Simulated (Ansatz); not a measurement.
`[OH][SnH2][Cl]` + H₂Se → `[Cl][SnH2][SeH]` + H₂O at 600 K and 1 bar (ligand exchange at the Sn–O bond).

Isolated molecules relaxed with PBE0-D4/def2-TZVP in Ansatz; ΔE leaves out vibrations. CCSD(T)/CBS adds triple-zeta CCSD(T) − MP2 to the extrapolated MP2 energy (def2 sets, frozen cores). This one scheme is used for every species. def2 core potentials past Kr. For Se, Sn outer-core shells are correlated without core-valence functions, which leaves a few kJ/mol of doubt a bond. Scalar relativity is left out up to krypton. Each species was taken in one conformer, which may not be the lowest.

| species | CCSD(T)/CBS energy (Eh) | H − E (kJ/mol) | S (J/(mol·K)) |
| --- | --- | --- | --- |
| `[OH][SnH2][Cl]` | -750.83217 | 118.4 | 385.2 |
| H₂Se | -2401.89790 | 57.0 | 244.8 |
| `[Cl][SnH2][SeH]` | -3076.37402 | 108.0 | 415.5 |
| H₂O | -76.37941 | 76.8 | 212.8 |

H − E and S are ideal-gas, rigid-rotor, harmonic terms from PBE0-D4/def2-TZVP, for one conformer and one mirror image of each species. 1 Eh = 2625.50 kJ/mol, R = 8.31446 J/(mol·K).

Question: By hand: ΔE, ΔH, ΔS and ΔG.

Answer: ΔE = (-3076.37402) + (-76.37941) − (-750.83217) − (-2401.89790) = -0.02336 Eh = -61.3 kJ/mol. Δ(H − E) = 108.0 + 76.8 − 118.4 − 57.0 = 9.4, so ΔH = -51.9 kJ/mol. ΔS = 415.5 + 212.8 − 385.2 − 244.8 = -1.7 J/(mol·K). ΔG = -51.9 − 600 × (-1.7)/1000 = -50.9 kJ/mol.

Question: By hand: the equilibrium constant, and the temperature at which ΔG would vanish if ΔH and ΔS stayed fixed.

Answer: log₁₀ K = −ΔG/(RT ln 10) = 4.4. ΔG = 0 at ΔH/ΔS = 30529 K, far beyond where these terms or the molecules hold.

The number of gas molecules stays the same, so ΔS is small and ΔH decides. A doubt of 5 kJ/mol in ΔE shifts log₁₀ K by 0.4 here. Other conformers and mirror images would add mixing entropy, several J/(mol·K) or more a flexible species. These are equilibria of isolated gas molecules and say nothing of rates. Largest T1 diagnostic: 0.013 (customary marks: 0.02 for closed shells, 0.045 for open ones).
